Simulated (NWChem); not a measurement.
Species: C$_{2}$H$_{5}$FOSi; SMILES C=CO[SiH2]F

```xyz
10

C      0.3424    -2.6833     0.1370
C      0.1000    -1.4780    -0.3721
O     -0.3513    -0.4421     0.3794
Si    -0.4977     1.1461    -0.0707
F      0.9256     1.9004     0.0840
H      0.1978    -2.8857     1.2003
H      0.6915    -3.4849    -0.5145
H      0.2431    -1.2634    -1.4405
H     -0.8812     1.2271    -1.5045
H     -1.4577     1.7625     0.8684
```
Atoms are numbered in this order, from 1.

Results from NWChem. Pople sets run with spherical d functions. Medium grid unless said otherwise, to which SCAN and Minnesota functionals are sensitive. Structure relaxed at the PBE0/def2-SVP level. Total energies of different functionals are on different scales.

```json
[
 {"level": "B3LYP/6-31G*", "energy (Ha)": "-543.8376", "highest occupied level (eV)": "-6.59", "orbital gap (eV)": "7.15", "dipole (D)": "1.40"},
 {"level": "PBE/6-31G*", "energy (Ha)": "-543.3762", "highest occupied level (eV)": "-5.63", "orbital gap (eV)": "5.39", "dipole (D)": "1.27"},
 {"level": "TPSS/6-31G*", "energy (Ha)": "-543.8695", "highest occupied level (eV)": "-5.68", "orbital gap (eV)": "5.61", "dipole (D)": "1.28"},
 {"level": "HCTH/407/6-31G*", "energy (Ha)": "-543.7906", "highest occupied level (eV)": "-5.79", "orbital gap (eV)": "___", "dipole (D)": "1.32"},
 {"level": "revPBE/6-31G*", "energy (Ha)": "-543.6657", "highest occupied level (eV)": "-5.58", "orbital gap (eV)": "5.41", "dipole (D)": "1.25"},
 {"level": "M05-2X/6-31G*", "energy (Ha)": "-543.7790", "highest occupied level (eV)": "-8.21", "orbital gap (eV)": "10.07", "dipole (D)": "1.51"},
 {"level": "LDA (Slater exchange, VWN5)/6-31G*", "energy (Ha)": "-540.7363", "highest occupied level (eV)": "-5.79", "orbital gap (eV)": "5.33", "dipole (D)": "1.33"},
 {"level": "LRC-wPBEh/6-31G*", "energy (Ha)": "-543.4550", "highest occupied level (eV)": "-8.76", "orbital gap (eV)": "11.23", "dipole (D)": "1.42"},
 {"level": "M06-L/6-31G*", "energy (Ha)": "-543.7812", "highest occupied level (eV)": "-5.89", "orbital gap (eV)": "5.86", "dipole (D)": "1.35"}
]
```

Problem. Some entries are withheld; supply them.

Solution. 
- HCTH/407/6-31G*, orbital gap (eV): 5.46
